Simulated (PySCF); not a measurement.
H6S, SMILES [H][S@OH11]([H])([H])([H])([H])[H].

Geometry optimised at ωB97X-D3(BJ)/def2-TZVP.

Two levels are set side by side: TDDFT-PBE/def2-TZVPD (PySCF) and ADC(2)/aug-cc-pVDZ (PySCF). Vertical, same geometry; the bases differ. Differences are taken from unrounded values.

| quantity | ADC(2) |
|---|---|
| lowest singlet excitation (eV) | 4.43 |

**Question.** What does TDDFT-PBE give, and how far is it from ADC(2)? (Estimate from the structure and the level; the computed values follow.)

**Answer.** 
```json
[
 {"quantity": "lowest singlet excitation (eV)", "TDDFT-PBE": "4.07", "TDDFT-PBE minus ADC(2)": "-0.36"}
]
```

Functionals without exact exchange tend to place singlet excitations lower, as here. Differences between two approximate levels are no errors against the true value.

Rough cost on one machine, each run with all the roots and properties that it gave: ADC(2) against TDDFT-PBE about 10 times.
